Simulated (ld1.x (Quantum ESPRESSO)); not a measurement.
u(r) = r·R(r): atom against pseudo-atom (calcium (Ca))

Columns: radius, all-electron u(r) and pseudo u(r) of the 4s shell (level -3.76 eV) of calcium in the configuration [Ar] 3d0 4s2 4p0; PBEsol, scalar-relativistic, TM scheme, ld1.x (Quantum ESPRESSO) 7.5.

```json
{"r (bohr)": "0.210", "all-electron": "-0.1350", "pseudo": "-0.0165"}
{"r (bohr)": "0.420", "all-electron": "-0.0204", "pseudo": "-0.0342"}
{"r (bohr)": "0.630", "all-electron": "0.1718", "pseudo": "-0.0545"}
{"r (bohr)": "0.840", "all-electron": "0.2421", "pseudo": "-0.0786"}
{"r (bohr)": "1.050", "all-electron": "0.2011", "pseudo": "-0.1082"}
{"r (bohr)": "1.260", "all-electron": "0.0991", "pseudo": "-0.1445"}
{"r (bohr)": "1.470", "all-electron": "-0.0240", "pseudo": "-0.1886"}
{"r (bohr)": "1.680", "all-electron": "-0.1447", "pseudo": "-0.2403"}
{"r (bohr)": "1.890", "all-electron": "-0.2517", "pseudo": "-0.2980"}
{"r (bohr)": "2.100", "all-electron": "-0.3407", "pseudo": "-0.3580"}
{"r (bohr)": "2.310", "all-electron": "-0.4112", "pseudo": "-0.4154"}
{"r (bohr)": "2.520", "all-electron": "-0.4650", "pseudo": "-0.4652"}
{"r (bohr)": "2.730", "all-electron": "-0.5041", "pseudo": "-0.5039"}
{"r (bohr)": "2.940", "all-electron": "-0.5305", "pseudo": "-0.5304"}
{"r (bohr)": "3.150", "all-electron": "-0.5455", "pseudo": "-0.5455"}
{"r (bohr)": "3.360", "all-electron": "-0.5510", "pseudo": "-0.5510"}
{"r (bohr)": "3.570", "all-electron": "-0.5484", "pseudo": "-0.5484"}
{"r (bohr)": "3.780", "all-electron": "-0.5393", "pseudo": "-0.5393"}
{"r (bohr)": "3.990", "all-electron": "-0.5248", "pseudo": "-0.5248"}
{"r (bohr)": "4.200", "all-electron": "-0.5062", "pseudo": "-0.5062"}
{"r (bohr)": "4.410", "all-electron": "-0.4845", "pseudo": "-0.4845"}
{"r (bohr)": "4.620", "all-electron": "-0.4606", "pseudo": "-0.4606"}
{"r (bohr)": "4.830", "all-electron": "-0.4352", "pseudo": "-0.4352"}
{"r (bohr)": "5.040", "all-electron": "-0.4089", "pseudo": "-0.4089"}
{"r (bohr)": "5.250", "all-electron": "-0.3823", "pseudo": "-0.3823"}
{"r (bohr)": "5.460", "all-electron": "-0.3560", "pseudo": "-0.3560"}
```

How many radial nodes do the two functions have?

The all-electron 4s function has n − l − 1 = 3 (the table is too coarse to show those close to the nucleus); the pseudo-wave has 0, since the states of the same l below it are removed with the core.

At about which radius was the pseudo-wave matched?

3.25 bohr. The columns agree to 0.0005 from 2.52 bohr on; several derivatives are matched, so the curves merge somewhat inside the radius.

Where does each function peak?

Outermost all-electron maximum near 3.36 bohr, pseudo maximum near 3.36 bohr (to the table’s step).

Is the pseudo-wave norm-conserving?

Yes: the TM scheme keeps the norm inside the radius equal to the all-electron one, which fixes the energy derivative of the logarithmic derivative at the level.
